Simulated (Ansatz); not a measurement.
## Ligand exchange: NaBr + C3H8O → NaOH + C3H7Br

Species: NaBr, singlet; C3H8O (1-propanol) `CCCO`, singlet; NaOH `[OH][Na]`, singlet; C3H7Br `CCCBr`, singlet. The partners trade Br for OH: Na–Br and C–OH bonds give way to Na–OH and C–Br.

Shapes, held fixed at every level: PBE0-D4/def2-TZVP. Flexible molecules stand in one conformer, not always the lowest. Programs: Ansatz 0.2.0. Electronic energies: no zero-point or thermal term.

```json
{"level": "HF/def2-TZVPP", "kind": "Hartree–Fock", "ΔE (kJ/mol)": "+183.8", "less CCSD(T)/def2-TZVPP": "+47.2", "CPU time (sum over the molecules)": "–"}
{"level": "PBE-D4/def2-TZVPP", "kind": "GGA", "ΔE (kJ/mol)": "+131.9", "less CCSD(T)/def2-TZVPP": "-4.7", "CPU time (sum over the molecules)": "18 s"}
{"level": "r2SCAN-D4/def2-TZVPP", "kind": "meta-GGA", "ΔE (kJ/mol)": "+141.4", "less CCSD(T)/def2-TZVPP": "+4.8", "CPU time (sum over the molecules)": "32 s"}
{"level": "B3LYP-D4/def2-TZVPP", "kind": "global hybrid", "ΔE (kJ/mol)": "+137.5", "less CCSD(T)/def2-TZVPP": "+0.9", "CPU time (sum over the molecules)": "30 s"}
{"level": "PBE0-D4/def2-TZVPP", "kind": "global hybrid", "ΔE (kJ/mol)": "+146.0", "less CCSD(T)/def2-TZVPP": "+9.4", "CPU time (sum over the molecules)": "20 s"}
{"level": "B2PLYP/def2-TZVPP", "kind": "double hybrid", "ΔE (kJ/mol)": "+137.8", "less CCSD(T)/def2-TZVPP": "+1.2", "CPU time (sum over the molecules)": "40 s"}
{"level": "MP2/def2-TZVPP", "kind": "perturbation theory", "ΔE (kJ/mol)": "+125.8", "less CCSD(T)/def2-TZVPP": "-10.8", "CPU time (sum over the molecules)": "–"}
{"level": "CCSD(T)/def2-TZVPP", "kind": "coupled cluster or CI", "ΔE (kJ/mol)": "+136.6", "less CCSD(T)/def2-TZVPP": "0.0", "CPU time (sum over the molecules)": "14 min"}
```

The highest level, CCSD(T)/def2-TZVPP, gives ΔE = +136.6 kJ/mol; the levels span +125.8 to +183.8. The column of differences is taken from that level and isn't an error. No measured value is set beside it here. Relativity is left out for Br unless named. Correlated rows may include outer-core shells of Br, Na, which these sets cover unevenly. Times are processor times on shared x86 and Arm servers, and rough.
